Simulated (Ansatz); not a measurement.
`BOC[SiH2]C` + `C[SeH]` → `C[SiH2][Se]C` + `BOC`  (ligand exchange at the Si–C bond)

Computed with Ansatz on PBE0-D4/def2-TZVP structures; ΔE is electronic, products minus reactants. CCSD(T)/CBS adds triple-zeta CCSD(T) − MP2 to the extrapolated MP2 energy (def2 sets, frozen cores). For Se outer-core shells are correlated without core-valence functions, which leaves a few kJ/mol of doubt a bond. Scalar relativity is left out up to krypton. Each species was taken in one conformer, which may not be the lowest.

`BOC[SiH2]C`:

```xyz
14

B    -1.501   -1.943    0.795
O    -0.336   -1.317    0.584
C    -0.059   -0.021    1.113
Si    0.110    1.231   -0.298
C     1.424    0.689   -1.508
H    -2.351   -1.431    1.475
H    -1.636   -3.016    0.281
H    -0.847    0.282    1.813
H     0.877   -0.084    1.677
H     0.447    2.548    0.314
H    -1.212    1.344   -0.974
H     2.404    0.648   -1.027
H     1.488    1.377   -2.353
H     1.192   -0.307   -1.893
```

`C[SeH]`:

Cartesian coordinates in Å:
```
C -0.092 -0.415 0.342
Se 0.909 0.576 -1.005
H -0.190 0.170 1.253
H 0.492 -1.311 0.551
H -1.068 -0.704 -0.041
H -0.050 1.683 -1.101
```

`C[SiH2][Se]C`:

Z-matrix (Å, degrees):
```
C
Si 1 1.868
H 1 1.092 2 111.0
H 1 1.093 2 110.3 3 119.6
H 1 1.092 2 110.6 3 -120.2
Se 2 2.273 1 113.0 3 60.7
H 2 1.490 1 109.4 3 -61.0
H 2 1.486 1 111.1 3 178.2
C 6 1.958 2 97.0 1 -65.2
H 9 1.088 6 110.6 2 66.2
H 9 1.089 6 106.5 2 -175.0
H 9 1.088 6 110.2 2 -56.4
```

`BOC`:

Cartesian coordinates in Å:
```
B 0.696 -0.567 1.007
O 0.529 0.473 0.182
C -0.498 0.511 -0.788
H -0.041 -1.517 0.941
H 1.597 -0.498 1.791
H -1.106 -0.398 -0.758
H -1.131 1.380 -0.598
H -0.047 0.616 -1.776
```

| species | SCS-MP2/def2-QZVPP energy (Eh) |
| --- | --- |
| `BOC[SiH2]C` | -470.47990 |
| `C[SeH]` | -2440.82791 |
| `C[SiH2][Se]C` | -2770.36208 |
| `BOC` | -140.97715 |

(1) Work out ΔE.

Largest T1 diagnostic among the species: 0.014.

Results:

(1) ΔE = (-2770.36208) + (-140.97715) − (-470.47990) − (-2440.82791) = -0.03142 Eh = -19.7 kcal/mol. CCSD(T)/CBS gives -19.4 kcal/mol.

From BLYP to BHLYP (50 % exact exchange), in def2-TZVPP and without D4, ΔE moves by −1.1 kcal/mol. Leaving LDA and LC-ωPBE aside and taking each functional with its dispersion term where it has one, the values, not all of them listed here, spread over 2.2 kcal/mol, from PBE-QIDH to CAM-B3LYP-D4. LDA lies +0.9 kcal/mol from PBE without D4.
